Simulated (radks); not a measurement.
All-electron atom: Bi4+ in [Xe] 4f14 5d10 6s0.5 7s0.5 (fractional occupations, a model configuration).

Method: scalar-relativistic Kohn-Sham, OLYP, spin-unpolarised, spherical densities, finite nucleus; Fermi nuclear charge, rms radius 5.5211 fm; computed with a radial shooting solver on a logarithmic mesh with Libxc functionals.

Energy parts (hartree):
part                       energy
total                 -21527.8149
kinetic                24398.2307
electron-nucleus      -53665.1167
Hartree                 8139.9597
exchange-correlation    -400.8886

Orbitals (lengths in bohr, moments of r in powers of bohr; <r^-3> diverges for s and p1/2; r(90%) holds 90 % of the orbital's charge):
orbital  occ.  eigenvalue (hartree)       <r^4>  r(90%)  <r^-3>
1s          2             -3331.447   3.332e-07  0.0290       -
2s          2             -600.2665  0.00004780   0.103       -
2p          6             -514.0152  0.00003996  0.0988   31020
3s          2             -146.1934    0.001710   0.252       -
3p          6             -121.5349    0.001918   0.260    7233
3d         10             -96.73190    0.001471   0.244   872.4
4s          2             -34.81791     0.03698   0.540       -
4p          6             -26.73060     0.04976   0.582    1793
4d         10             -17.47653     0.06621   0.628   192.0
4f         14              -7.27630      0.1029   0.696   39.55
5s          2              -7.42445      0.8499    1.18       -
5p          6              -5.14719       1.477    1.36   345.4
5d         10              -2.58787       4.248    1.77   25.62
6s        0.5              -1.93470       25.06    2.76       -
7s        0.5              -0.87840       375.4    5.41       -

The highest occupied level is 7s at -23.902 eV. The electron density at the nucleus is 3.214e+06 e/bohr^3 (large components only). The density falls to 0.001 e/bohr^3 at r = 3.99 bohr. Summed over all electrons, <r^2> = 41.59 bohr^2, which gives a Langevin (diamagnetic) susceptibility term of -32.9 x 10^-6 cm^3/mol.
